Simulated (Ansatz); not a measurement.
## Ansatz (development build ahead of 0.2.0) run

```yaml
crystal:
  periodic: [false, false, false]
  atoms:
    - { symbol: "N", position_ang: [0.00423, -0.00189, -1.42493] }
    - { symbol: H, position_ang: [0.94888, 0.00895, -1.80996] }
    - { symbol: H, position_ang: [-0.47756, 0.82134, -1.80398] }
    - { symbol: H, position_ang: [-0.47272, -0.82481, -1.80443] }
    - { symbol: Cu, position_ang: [-0.00163, 0.00442, 0.52044] }
basis:
  gaussian: { orbitals: cc-pVTZ }
total_charge: 1
hamiltonian:
  xc: hf
correlation:
  method: mp2
  frozen_orbitals: { Cu: 5, H: 0, "N": 1 }
```

The input is written out in the form of the current development build from the run's settings.

The run gave:

```yaml
Converged: yes
Reference_energy: -1695.00906 hartree
Correlation_energy: -1.12163 hartree
Total_energy: -1696.13070 hartree
Spin_squared_of_the_determinant: 0.000
```
